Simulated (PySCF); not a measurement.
A side-by-side comparison of computed properties.

First species: C6H9NS.
Atom-mapped SMILES: `[CH3:1][C@@H:2]([SH:3])[C@@H:4]1[CH2:5][C@H:6]1[C:7]#[N:8]` (hydrogens: H9, H10, H11 on C1; H12 on C2; H13 on S3; H14 on C4; H15, H16 on C5; H17 on C6)

Cartesian coordinates in Å at the GFN2-xTB level; atoms count from 1:
```xyz
17
C6H9NS angstrom
C     -1.9451   -0.3559    0.7889
C     -0.9815   -0.0716   -0.3522
S     -1.6681    1.2116   -1.4828
C      0.3737    0.3612    0.1372
C      1.5831    0.2074   -0.7224
C      1.4060   -0.6979    0.4727
C      2.2180   -0.4940    1.6182
N      2.8598   -0.3105    2.5484
H     -2.0729    0.5280    1.4115
H     -1.5588   -1.1612    1.4115
H     -2.9164   -0.6502    0.3997
H     -0.8889   -0.9485   -0.9984
H     -1.7254    2.1807   -0.5716
H      0.3457    1.2232    0.7959
H      2.3511    0.9644   -0.6746
H      1.4635   -0.2389   -1.6982
H      1.1493   -1.7355    0.2929
```

Second species: C5H8OSi.
SMILES: `C[SiH2]CC#CC=O`

Levels: PBE0/def2-SVPD for dipole moment, HOMO energy, LUMO energy, HOMO–LUMO gap, static isotropic polarisability and electronic spatial extent ⟨r²⟩ about the centre of nuclear charge; TDDFT PBE0/def2-SVPD for lowest singlet excitation; TDA PBE0/def2-SVPD for lowest triplet excitation (Tamm–Dancoff); GFN2-xTB for rotational constant A and rotational constant C. Geometries: GFN2-xTB. Each structure is a single optimised conformer of the isolated species, non-relativistic unless stated; the electronic structure was computed with PySCF and density fitting.

The conformers computed, where there is a choice (atom-mapped SMILES and torsion angles):
- `[CH3:1][C@@H:2]([SH:3])[C@@H:4]1[CH2:5][C@H:6]1[C:7]#[N:8]`: C1–C2–C4–C5 157°, H–S3–C2–C1 62°
- `[CH3:1][SiH2:2][CH2:3][C:4]#[C:5][CH:6]=[O:7]`: C1–Si2–C3–C4 60°

(1) Which of the two has the higher HOMO–LUMO gap, and by how much?

(2) Which has the higher HOMO energy?

(3) Which of the two has the higher rotational constant A, and by how much?

(4) Which has the higher static isotropic polarisability?

(5) Which of the two has the higher LUMO energy, and by how much?

(6) Which has the higher dipole moment?

(7) Which of the two has the higher S1 energy, and by how much?

(8) Which of the two has the higher rotational constant C, and by how much?

Answers

(1) The first: 7.18 eV against 5.97 eV, a difference of 1.21 eV.

(2) The first: -7.18 eV against -7.74 eV, a difference of 0.56 eV.

(3) The second: 4.354 GHz against 3.789 GHz, a difference of 0.565 GHz.

(4) The first: 94.4 au against 93.5 au, a difference of 0.9 au.

(5) The first: 0.00 eV against -1.77 eV, a difference of 1.77 eV.

(6) The second: 4.09 D against 3.05 D, a difference of 1.04 D.

(7) The first: 5.54 eV against 3.83 eV, a difference of 1.71 eV.

(8) The second: 0.792 GHz against 0.762 GHz, a difference of 0.030 GHz.

On the first: The vertical singlet–triplet gap S1 − T1 is 0.49 eV (TDDFT singlet less Tamm–Dancoff triplet; S1: HOMO→LUMO, weight 0.91; T1: HOMO→LUMO, weight 0.85). The dipole matches unit charges of opposite sign 0.64 Å apart (1 e·Å = 4.8032 D).

On the second: No computed singlet falls in the visible range (750 to 380 nm, 1.65 to 3.26 eV); S1 lies 0.57 eV above its blue end. The dipole matches unit charges of opposite sign 0.85 Å apart (1 e·Å = 4.8032 D).
